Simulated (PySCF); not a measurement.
**Löwdin shares of the frontier orbitals**

C2H6GeOSi.
Geometry (PBE0-D3(BJ)/def2-SVP, Å), atoms numbered from 1 in this order:
```xyz
11
C2H6GeOSi angstrom
C      1.981    1.250   -0.032
C      1.275    0.260   -0.043
Ge     0.144   -1.269   -0.069
O     -1.411   -0.818    0.654
Si    -2.393    0.519    0.593
H      2.605    2.126   -0.021
H     -0.095   -1.702   -1.522
H      0.720   -2.381    0.810
H     -1.712    1.719    1.170
H     -3.619    0.219    1.386
H     -2.784    0.832   -0.818
```

Theory: TDDFT CAM-B3LYP/def2-SVPD, vertical, gas phase, core orbitals frozen in the response (PySCF). The CAM-B3LYP/def2-SVPD calculation is non-relativistic and has no spin–orbit coupling, an omission that weighs most on germanium.

Kohn–Sham orbitals with the atoms that hold most of them (Löwdin shares over 4%, at most four atoms; ? is withheld):

| orbital | ε (eV) | atoms |
| --- | --- | --- |
| LUMO+2 | 1.04 | C1 30%, C2 27%, Ge3 19%, H6 8% |
| LUMO+1 | 0.94 | Ge3 41%, C1 11%, H8 11%, H7 9% |
| LUMO | 0.24 | Ge3 24%, C2 17%, C1 17%, O4 11% |
| HOMO | ? | ? |
| HOMO-1 | -9.91 | ? |
| HOMO-2 | -10.01 | O4 30%, Si5 17%, C2 13%, C1 12% |
| HOMO-3 | -10.31 | O4 27%, Si5 24%, H10 17%, H9 8% |

(1) Which atoms hold the HOMO, and with what shares?

(2) Which atoms hold the HOMO-1, and with what shares?

(3) What is the HOMO energy, and the HOMO–LUMO gap?

Answers

(1) C2 (bonded to C and Ge) 27%; C1 (bonded to C and H) 27%; O4 (bonded to Ge and Si) 12%; Ge3 (bonded to C, O and 2 H) 10%. By element: carbon 54%, oxygen 12%, germanium 10%.

(2) C2 (bonded to C and Ge) 41%; C1 (bonded to C and H) 40%; O4 (bonded to Ge and Si) 9%. By element: carbon 80%, oxygen 9%.

(3) ε(HOMO) = -9.69 eV; the gap is 9.93 eV (0.3651 hartree).

Question: The HOMO–LUMO gap is 9.93 eV. Where does the response calculation put the lowest singlet, and from which orbitals?

Answer: S1 is at 5.88 eV (f = 0.0002), 4.05 eV below the gap, made of HOMO→LUMO (58%), HOMO-2→LUMO (13%). 

Question: One configuration dominates each of S6 and S7. Which, and how do the shares of the two leading atoms of either orbital change from the occupied to the empty one?

Answer: 
- S6 (7.80 eV, f 0.0021), HOMO→LUMO+1 (87%): C2 27% → at most 10%, C1 27% → 11%, Ge3 10% → 41%
- S7 (8.03 eV, f 0.034), HOMO-1→LUMO+1 (81%): C2 41% → at most 10%, C1 40% → 11%, Ge3 at most 4% → 41%

Löwdin shares depend on the basis, the more so with diffuse functions.

One conformer stands for the species.
